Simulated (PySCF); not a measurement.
Molecule: 1-methoxycyclohexene, C₇H₁₂O.

Bonds (- single, = double, # triple, : aromatic): C1-O2, O2-C3, C3=C4, C4-C5, C5-C6, C6-C7, C7-C8, C8-C3. C1 carries H9, H10, H11; C4 carries H12; C5 carries H13, H14; C6 carries H15, H16; C7 carries H17, H18; C8 carries H19, H20.

Frames of a GFN2-xTB Langevin trajectory at 300 K; GIAO PBE0/pcSseg-1 shieldings in PySCF 2.14.0 with density-fitted response routines, gas phase, non-relativistic; equivalent atoms averaged within each frame.

Chemical shifts δ = σref − σ; 13C (σ = 186.93 ppm), 1H (σ = 31.72 ppm) vs TMS; 17O (σ = 336.08 ppm) vs H2O, all at this level. The references are static minima.

How do the shifts (ppm) fluctuate along the trajectory?

Results:


```tsv
time (fs)	C3	C4	C1	C8	C7	C6	C5	O2	H12	H9/H10/H11
optimised geometry	164.6	96.7	55.0	32.3	26.8	26.7	28.1	116.4	4.51	3.64
250	162.6	94.0	55.7	39.0	32.5	30.6	28.0	109.6	4.58	3.52
425	156.8	91.2	61.1	36.9	27.0	29.9	31.6	108.5	3.54	4.55
625	168.2	101.9	63.0	28.1	19.2	34.0	27.5	139.4	6.03	4.09
800	163.4	88.3	52.4	39.1	22.8	27.5	23.8	104.6	4.22	3.85
1000	169.1	94.4	56.6	38.6	26.8	28.0	23.7	123.6	4.84	3.74
mean of frames	164.0	94.0	57.8	36.3	25.7	30.0	26.9	117.1	4.64	3.95
standard deviation	4.9	5.1	4.2	4.7	5.0	2.6	3.3	14.4	0.92	0.39
```

5 frames give an uncertainty of the mean of about the standard deviation over 2.2 at best, since frames this close in time may not be independent; classical motion lacks zero-point vibration, and the reference would need the same averaging.
